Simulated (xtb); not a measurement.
benzoquinone (C₆H₄O₂), singlet, geometry from GFN2-xTB; GFN2-xTB run with xtb 6.7.1.

Input for xtb:
```
$ xtb mol.xyz --gfn 2 --json

# file mol.xyz
12

O      2.61718484     0.51914830    -0.01082416
C      1.42622774     0.28290845    -0.00589860
C      0.41173671     1.35470827     0.04155026
C     -0.89730690     1.09504462     0.04696421
C     -1.42622774    -0.28290845     0.00589860
O     -2.61718484    -0.51914830     0.01082416
C     -0.41173671    -1.35470827    -0.04155026
C      0.89730690    -1.09504462    -0.04696421
H      0.79604929     2.36494929     0.07169503
H     -1.63787548     1.88215271     0.08176126
H     -0.79604929    -2.36494929    -0.07169503
H      1.63787548    -1.88215271    -0.08176126
```

### Question
Predict the main parts of the log of this xtb run.

### Answer

```
   ID    Z sym.   atoms
    1    8 O      1, 6
    2    6 C      2-5, 7, 8
    3    1 H      9-12

           -------------------------------------------------
          |                Calculation Setup                |
           -------------------------------------------------

           -------------------------------------------------
          |                 G F N 2 - x T B                 |
           -------------------------------------------------

          ...................................................
          :                      SETUP                      :
          :.................................................:
          :  # basis functions                  36          :
          :  # atomic orbitals                  36          :
          :  # shells                           20          :
          :  # electrons                        40          :
          :  max. iterations                   250          :
          :  Hamiltonian                  GFN2-xTB          :
          :  restarted?                      false          :
          :  GBSA solvation                  false          :
          :  PC potential                    false          :
          :  electronic temp.          300.0000000     K    :
          :  accuracy                    1.0000000          :
          :  -> integral cutoff          0.2500000E+02      :
          :  -> integral neglect         0.1000000E-07      :
          :  -> SCF convergence          0.1000000E-05 Eh   :
          :  -> wf. convergence          0.1000000E-03 e    :
          :  Broyden damping             0.4000000          :
          :  net charge                          0          :
          :  unpaired electrons                  0          :
          ...................................................

 iter      E             dE          RMSdq      gap      omega  full diag
   1    -23.2153314 -0.232153E+02  0.637E+00    1.65       0.0  T
   2    -23.2467705 -0.314392E-01  0.338E+00    1.35       1.0  T
   3    -23.2430197  0.375086E-02  0.200E+00    1.50       1.0  T
   4    -23.2554816 -0.124620E-01  0.120E-01    1.39       1.0  T
   5    -23.2555123 -0.306116E-04  0.618E-02    1.40       1.0  T
   6    -23.2555215 -0.925246E-05  0.206E-02    1.40       1.4  T
   7    -23.2555213  0.201068E-06  0.784E-03    1.40       3.7  T
   8    -23.2555219 -0.617091E-06  0.139E-03    1.40      20.8  T
   9    -23.2555219  0.566313E-09  0.609E-04    1.40      47.4  T
  10    -23.2555219 -0.355424E-08  0.362E-05    1.40     796.5  T

   *** convergence criteria satisfied after 10 iterations ***

         :::::::::::::::::::::::::::::::::::::::::::::::::::::
         ::                     SUMMARY                     ::
         :::::::::::::::::::::::::::::::::::::::::::::::::::::
         :: total energy             -22.941090569015 Eh    ::
         :: gradient norm              0.000048262190 Eh/a0 ::
         :: HOMO-LUMO gap              1.402062844729 eV    ::
         ::.................................................::
         :: SCC energy               -23.255510930849 Eh    ::
         :: -> isotropic ES            0.044436528182 Eh    ::
         :: -> anisotropic ES         -0.000245611921 Eh    ::
         :: -> anisotropic XC          0.007570747793 Eh    ::
         :: -> dispersion             -0.008929273941 Eh    ::
         :: repulsion energy           0.314420361834 Eh    ::
         :: add. restraining           0.000000000000 Eh    ::
         :: total charge               0.000000000000 e     ::
         :::::::::::::::::::::::::::::::::::::::::::::::::::::

           -------------------------------------------------
          |                Property Printout                |
           -------------------------------------------------

    * Orbital Energies and Occupations

         #    Occupation            Energy/Eh            Energy/eV
      -------------------------------------------------------------
         1        2.0000           -0.7361958             -20.0329
       ...           ...                  ...                  ...
         8        2.0000           -0.5834773             -15.8772
         9        2.0000           -0.5715684             -15.5532
        10        2.0000           -0.5703139             -15.5190
        11        2.0000           -0.5577632             -15.1775
        12        2.0000           -0.5557216             -15.1220
        13        2.0000           -0.5259653             -14.3122
        14        2.0000           -0.5198638             -14.1462
        15        2.0000           -0.5068542             -13.7922
        16        2.0000           -0.4980475             -13.5526
        17        2.0000           -0.4684461             -12.7471
        18        2.0000           -0.4643017             -12.6343
        19        2.0000           -0.4337479             -11.8029
        20        2.0000           -0.4151728             -11.2974 (HOMO)
        21                         -0.3636479              -9.8954 (LUMO)
        22                         -0.2627834              -7.1507
        23                         -0.2399223              -6.5286
        24                         -0.1394218              -3.7939
        25                          0.0537733               1.4632
        26                          0.0726569               1.9771
        27                          0.0936627               2.5487
        28                          0.1197066               3.2574
        29                          0.1455929               3.9618
        30                          0.2829275               7.6988
        31                          0.3412658               9.2863
       ...                                ...                  ...
        36                          0.7325033              19.9324
      -------------------------------------------------------------
                  HL-Gap            0.0515249 Eh            1.4021 eV
             Fermi-level           -0.3894103 Eh          -10.5964 eV

     #   Z          covCN         q      C6AA      α(0)
     1   8 O        0.858    -0.324    20.211     6.028
     2   6 C        2.826     0.239    23.006     7.860
     3   6 C        2.897    -0.038    28.948     8.822
     4   6 C        2.897    -0.038    28.948     8.822
     5   6 C        2.826     0.239    23.006     7.860
     6   8 O        0.858    -0.324    20.211     6.028
     7   6 C        2.897    -0.038    28.948     8.822
     8   6 C        2.897    -0.038    28.948     8.822
     9   1 H        0.925     0.080     1.976     2.198
    10   1 H        0.925     0.080     1.976     2.198
    11   1 H        0.925     0.080     1.976     2.198
    12   1 H        0.925     0.080     1.976     2.198

 Mol. C6AA /au·bohr⁶  :       2080.239283
 Mol. C8AA /au·bohr⁸  :      51408.646721
 Mol. α(0) /au        :         71.853251

Wiberg/Mayer (AO) data.
largest (>0.10) Wiberg bond orders for each atom

 ---------------------------------------------------------------------------
     #   Z sym  total        # sym  WBO       # sym  WBO       # sym  WBO
 ---------------------------------------------------------------------------
     1   8 O    2.038 --     2 C    1.795
     2   6 C    3.937 --     1 O    1.795     8 C    1.035     3 C    1.035
     3   6 C    3.983 --     4 C    1.828     2 C    1.035     9 H    0.961
     4   6 C    3.983 --     3 C    1.828     5 C    1.035    10 H    0.961
     5   6 C    3.937 --     6 O    1.795     4 C    1.035     7 C    1.035
     6   8 O    2.038 --     5 C    1.795
     7   6 C    3.983 --     8 C    1.828     5 C    1.035    11 H    0.961
     8   6 C    3.983 --     7 C    1.828     2 C    1.035    12 H    0.961
     9   1 H    0.994 --     3 C    0.961
    10   1 H    0.994 --     4 C    0.961
    11   1 H    0.994 --     7 C    0.961
    12   1 H    0.994 --     8 C    0.961
 ---------------------------------------------------------------------------

Topologies differ in total number of bonds
Writing topology from bond orders to xtbtopo.mol

molecular dipole:
                 x           y           z       tot (Debye)
 q only:        0.000       0.000      -0.000
   full:        0.000       0.000      -0.000       0.000
molecular quadrupole (traceless):
                xx          xy          yy          xz          yz          zz
 q only:      -12.680      -4.533       9.280       0.021       0.249       3.400
  q+dip:      -14.721      -5.595      12.382      -0.005       0.403       2.339
   full:      -16.791      -5.675      10.696       0.056       0.218       6.096

           -------------------------------------------------
          | TOTAL ENERGY              -22.941090569015 Eh   |
          | GRADIENT NORM               0.000048262190 Eh/α |
          | HOMO-LUMO GAP               1.402062844729 eV   |
           -------------------------------------------------

normal termination of xtb
```
